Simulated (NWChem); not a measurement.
System: CH5F2NSi; SMILES C(F)([SiH2]N)F

Input file for NWChem:

```
start job
memory heap 200 mb stack 900 mb global 1100 mb
geometry units angstroms noautosym nocenter noautoz
  N     -0.636275     1.985112     0.198579
  Si     0.578115     0.818766    -0.181053
  C     -0.075466    -0.885298     0.407799
  F     -1.244656    -1.153714    -0.246553
  F      0.813066    -1.866632     0.098752
  H     -0.380724     2.951776     0.362285
  H     -1.552427     1.919505    -0.231698
  H      0.920258     0.636283    -1.627624
  H      1.810344     1.173205     0.580813
  H     -0.284634    -0.945273     1.492671
end
basis spherical
  N library def2-svp
  Si library def2-svp
  C library def2-svp
  F library def2-svp
  H library def2-svp
end
dft
  xc m06-2x
  iterations 150
end
cosmo
  do_cosmo_smd true
  solvent water
end
task dft energy
```

NWChem printed, in part:

```
             Northwest Computational Chemistry Package (NWChem) 7.3.0
             --------------------------------------------------------

                             Geometry "geometry" -> ""
                             -------------------------

 Output coordinates in angstroms (scale by  1.889725989 to convert to a.u.)

  No.       Tag          Charge          X              Y              Z
 ---- ---------------- ---------- -------------- -------------- --------------
    1 N                    7.0000    -0.63627500     1.98511200     0.19857900
    2 Si                  14.0000     0.57811500     0.81876600    -0.18105300
    3 C                    6.0000    -0.07546600    -0.88529800     0.40779900
    4 F                    9.0000    -1.24465600    -1.15371400    -0.24655300
    5 F                    9.0000     0.81306600    -1.86663200     0.09875200
    6 H                    1.0000    -0.38072400     2.95177600     0.36228500
    7 H                    1.0000    -1.55242700     1.91950500    -0.23169800
    8 H                    1.0000     0.92025800     0.63628300    -1.62762400
    9 H                    1.0000     1.81034400     1.17320500     0.58081300
   10 H                    1.0000    -0.28463400    -0.94527300     1.49267100

 Effective nuclear repulsion energy (a.u.)     244.1979560418

                                 NWChem DFT Module
                                 -----------------

 Summary of "ao basis" -> "ao basis" (spherical)
 ------------------------------------------------------------------------------
       Tag                 Description            Shells   Functions and Types
 ---------------- ------------------------------  ------  ---------------------
 N                          def2-svp                 6       14   3s2p1d
 Si                         def2-svp                 8       18   4s3p1d
 C                          def2-svp                 6       14   3s2p1d
 F                          def2-svp                 6       14   3s2p1d
 H                          def2-svp                 3        5   2s1p

 in cosmo_initialize ...
 calling solv_data for solv:h2o

 solvent parameters
 solvname_short: h2o
 solvname_long:  water
 dielec:       78.4000
 dielecinf:     1.7769
 aqueous SMD model solvent descriptors
 dielec:       78.4000
 sola:          0.8200

          ---------------
          -cosmo- solvent
          ---------------
 Cosmo: York-Karplus, doi: 10.1021/jp992097l
 dielectric constant -eps-     =  78.40
 screen = (eps-1)/(eps    )    =   0.98724
 surface charge correction     = lagrangian

   van der Waals surface
 --------------------------

 ---------- ATOMIC COORDINATES (A.U.) ------------ VDWR(ANG.) --
     1   -1.20238540    3.75131774    0.37525990     1.890
     2    1.09247894    1.54724339   -0.34214056     2.470
     3   -0.14261006   -1.67297064    0.77062837     1.850
     4   -2.35205879   -2.18020333   -0.46591761     1.730
     5    1.53647195   -3.52742300    0.18661422     1.730
     6   -0.71946404    5.57804782    0.68461938     1.200
     7   -2.93366165    3.62733848   -0.43784573     1.200
     8    1.73903546    1.20240052   -3.07576337     1.200
     9    3.42105411    2.21703598    1.09757742     1.200
    10   -0.53788027   -1.78630695    2.82073918     1.200
 number of segments per atom =        128
 number of   points per atom =        128
 atom (   nspa,  nppa )
 ----------------------
    1 (     58,     0 )       0
    2 (     79,     0 )       0
    3 (     13,     0 )       0
    4 (     78,     0 )       0
    5 (     76,     0 )       0
    6 (     46,     0 )       0
    7 (     47,     0 )       0
    8 (     32,     0 )       0
    9 (     33,     0 )       0
   10 (     52,     0 )       0
 number of -cosmo- surface points =      514
 molecular surface =    124.138 angstrom**2
 molecular volume  =    108.550 angstrom**3
 -lineq- algorithm             =   0
 -bem- low  level              =   3
 -bem- from -octahedral-
 gaussian surface charge width =   4.50000
 degree of switching           =   1.00000
 switching function tolerance  =   0.00010
 atomic radii =
 --------------
    1  7.000  1.890
    2 14.000  2.470
    3  6.000  1.850
    4  9.000  1.730
    5  9.000  1.730
    6  1.000  1.200
    7  1.000  1.200
    8  1.000  1.200
    9  1.000  1.200
   10  1.000  1.200
 ...... end of -cosmo- initialization ......

 nat:                    10
 ixmem:                  5529
 calling mnsol_interface()
 G(SMD-CDS) energy (kcal/mol)  =     4.639
 SMD-CDS SASA (angstrom**2)    =   145.224

            General Information
            -------------------
          SCF calculation type: DFT
          Wavefunction type:  closed shell.
          No. of atoms     :    10
          No. of electrons :    50
           Alpha electrons :    25
            Beta electrons :    25
          Charge           :     0
          Spin multiplicity:     1
          Use of symmetry is: off; symmetry adaption is: off
          Maximum number of iterations: 150
          AO basis - number of functions:    99
                     number of shells:    47
          Convergence on energy requested:  1.00D-06
          Convergence on density requested:  1.00D-05
          Convergence on gradient requested:  5.00D-04

              XC Information
              --------------
                       M06-2X Method XC Functional
                     Hartree-Fock (Exact) Exchange  0.540
                        M06-2X Exchange Functional  1.000
                      M06-2X Correlation Potential  1.000

             Grid Information
             ----------------
          Grid used for XC integration:  medium
          Radial quadrature: Mura-Knowles
          Angular quadrature: Lebedev.
          Tag              B.-S. Rad. Rad. Pts. Rad. Cut. Ang. Pts.
          ---              ---------- --------- --------- ---------
          N                   0.65       49           9.0       434
          Si                  1.10       88           8.0       590
          C                   0.70       49          10.0       434
          F                   0.50       49          12.0       434
          H                   0.35       45          11.0       434
          Grid pruning is: on
          Number of quadrature shells:   509
          Spatial weights used:  Erf1

      Superposition of Atomic Density Guess
      -------------------------------------

 Sum of atomic energies:        -581.68895423

      Non-variational initial energy
      ------------------------------

 Total energy =    -583.457275
 1-e energy   =   -1291.310971
 2-e energy   =     463.655741
 HOMO         =      -0.293555
 LUMO         =       0.053450

   convergence    iter        energy       DeltaE   RMS-Dens  Diis-err
 ---------------- ----- ----------------- --------- --------- ---------
     COSMO gas phase
 d= 0,ls=0.0,diis     1   -584.4981201623 -8.29D+02  1.06D-02  8.89D-01
 d= 0,ls=0.0,diis     2   -584.5106864217 -1.26D-02  5.05D-03  9.99D-01
 d= 0,ls=0.0,diis     3   -584.6023109299 -9.16D-02  6.72D-04  7.00D-03
 d= 0,ls=0.0,diis     4   -584.6029453255 -6.34D-04  2.40D-04  8.95D-04
 d= 0,ls=0.0,diis     5   -584.6030336769 -8.84D-05  6.11D-05  4.29D-05
  Resetting Diis
 d= 0,ls=0.0,diis     6   -584.6030387452 -5.07D-06  1.74D-05  4.92D-06
 d= 0,ls=0.0,diis     7   -584.6030391973 -4.52D-07  8.56D-06  6.44D-07

   convergence    iter        energy       DeltaE   RMS-Dens  Diis-err
 ---------------- ----- ----------------- --------- --------- ---------
     COSMO solvation phase
 d= 0,ls=0.0,diis     1   -584.6042195975 -1.18D-03  1.06D-03  3.17D-03
 d= 0,ls=0.0,diis     2   -584.6050897030 -8.70D-04  2.51D-04  4.84D-04
 d= 0,ls=0.0,diis     3   -584.6051385424 -4.88D-05  1.03D-04  2.00D-04
 d= 0,ls=0.0,diis     4   -584.6051576288 -1.91D-05  3.41D-05  8.38D-06
 d= 0,ls=0.0,diis     5   -584.6051587571 -1.13D-06  1.03D-05  5.71D-07
 d= 0,ls=0.0,diis     6   -584.6051588501 -9.30D-08  2.68D-06  4.60D-08

         Total DFT energy =     -584.605158850109
      One electron energy =    -1294.683170486332
           Coulomb energy =      521.789082406063
    Exchange-Corr. energy =      -55.980005591751
 Nuclear repulsion energy =      244.197956041778

             COSMO energy =        0.070978780133

 Numeric. integr. density =       49.999992858959

                                COSMO-SMD solvation results
                                ---------------------------

             internal energy in gas <Psi(g)|H|Psi(g)> =      -584.603039197290
         internal energy in solvent <Psi(s)|H|Psi(s)> =      -584.601947236888
                               delta internal energy  =         0.001091960401 (    0.69 kcal/mol)
   total free energy in solvent <Psi(s)|H+V/2|Psi(s)> =      -584.612551540042
 polarization energy contribution <Psi(s)|V/2|Psi(s)> =        -0.010604303154 (   -6.65 kcal/mol)
    total free energy in solvent including G(SMD-CDS) =      -584.605158850109
                       G(SMD-CDS) energy contribution =         0.007392689933 (    4.64 kcal/mol)
     1 M fixed-concentration free energy of solvation =        -0.002119652819 (   -1.33 kcal/mol)

                       DFT Final Molecular Orbital Analysis
                       ------------------------------------

 Vector   23  Occ=2.000000D+00  E=-4.066163D-01
              MO Center=  9.3D-01,  1.0D+00, -1.1D-01, r^2= 2.6D+00
   Bfn.  Coefficient  Atom+Function         Bfn.  Coefficient  Atom+Function
  ----- ------------  ---------------      ----- ------------  ---------------
    90      0.334820   9 H  s                85     -0.246601   8 H  s
    24      0.240034   2 Si pz               27      0.188892   2 Si pz
    91      0.185670   9 H  s                22      0.150953   2 Si px
     4      0.140314   1 N  px               21     -0.135058   2 Si pz
    86     -0.130702   8 H  s                 6     -0.123651   1 N  pz

 Vector   24  Occ=2.000000D+00  E=-3.648150D-01
              MO Center=  4.5D-02, -1.4D-01,  2.4D-01, r^2= 3.1D+00
   Bfn.  Coefficient  Atom+Function         Bfn.  Coefficient  Atom+Function
  ----- ------------  ---------------      ----- ------------  ---------------
    37     -0.256153   3 C  py               23      0.233552   2 Si py
    38      0.220395   3 C  pz               95      0.220821  10 H  s
     6      0.205824   1 N  pz               51     -0.191192   4 F  py
    65     -0.180306   5 F  py               66      0.170406   5 F  pz
    35     -0.169178   3 C  s                52      0.159451   4 F  pz

 Vector   25  Occ=2.000000D+00  E=-3.177399D-01
              MO Center= -3.0D-01,  1.4D+00,  1.6D-02, r^2= 2.7D+00
   Bfn.  Coefficient  Atom+Function         Bfn.  Coefficient  Atom+Function
  ----- ------------  ---------------      ----- ------------  ---------------
     6      0.452252   1 N  pz                9     -0.397809   1 N  pz
    86     -0.202299   8 H  s                85     -0.199269   8 H  s
    35      0.182359   3 C  s                37      0.158126   3 C  py
     5     -0.136128   1 N  py                4     -0.111771   1 N  px
     8      0.111197   1 N  py                7      0.104114   1 N  px

 Vector   26  Occ=0.000000D+00  E= 6.743023D-02
              MO Center=  3.1D-01,  1.1D+00, -1.6D-01, r^2= 4.6D+00
   Bfn.  Coefficient  Atom+Function         Bfn.  Coefficient  Atom+Function
  ----- ------------  ---------------      ----- ------------  ---------------
     3      1.150185   1 N  s                26     -0.846818   2 Si py
    25      0.667914   2 Si px               76     -0.412642   6 H  s
    81     -0.347554   7 H  s                91     -0.320156   9 H  s
    35     -0.298015   3 C  s                40     -0.224109   3 C  py
     9     -0.155360   1 N  pz                2      0.154318   1 N  s

 Vector   27  Occ=0.000000D+00  E= 9.308002D-02
              MO Center=  4.4D-01,  6.3D-01, -1.5D-01, r^2= 4.5D+00
   Bfn.  Coefficient  Atom+Function         Bfn.  Coefficient  Atom+Function
  ----- ------------  ---------------      ----- ------------  ---------------
    35      1.271148   3 C  s                26      1.152671   2 Si py
    25      1.021904   2 Si px               91     -0.873833   9 H  s
    96     -0.601514  10 H  s                40      0.590154   3 C  py
    18     -0.447797   2 Si s                76     -0.272424   6 H  s
     3      0.243251   1 N  s                37      0.161429   3 C  py

 Vector   28  Occ=0.000000D+00  E= 1.212965D-01
              MO Center=  5.2D-01,  6.0D-01, -5.0D-02, r^2= 4.2D+00
   Bfn.  Coefficient  Atom+Function         Bfn.  Coefficient  Atom+Function
  ----- ------------  ---------------      ----- ------------  ---------------
    27      1.439971   2 Si pz               86      1.382708   8 H  s
    35     -0.698544   3 C  s                 3     -0.488140   1 N  s
    25     -0.458622   2 Si px               17     -0.335424   2 Si s
    49      0.318294   4 F  s                39      0.304444   3 C  px
    91     -0.293138   9 H  s                81      0.236804   7 H  s

     Multipole analysis of the density
     ---------------------------------

     L   x y z        total         alpha         beta         nuclear
     -   - - -        -----         -----         ----         -------
     0   0 0 0     -0.000000    -25.000000    -25.000000     50.000000

     1   1 0 0     -0.190558      0.079146      0.079146     -0.348851
     1   0 1 0      1.313870      1.980592      1.980592     -2.647313
     1   0 0 1      0.326433     -0.354892     -0.354892      1.036218

     2   2 0 0    -27.577028    -74.852910    -74.852910    122.128793
     2   1 1 0     -0.889094      6.116510      6.116510    -13.122115
     2   1 0 1      0.468472     -0.302402     -0.302402      1.073276
     2   0 2 0    -24.916729   -191.159992   -191.159992    357.403254
     2   0 1 1     -1.518406      2.314750      2.314750     -6.147906
     2   0 0 2    -27.060742    -27.398824    -27.398824     27.736906
```

Level: M06-2X/def2-SVP, SMD on the gas-phase geometry. Geometry: optimised at PBE0/def2-SVP. Solvent: water.
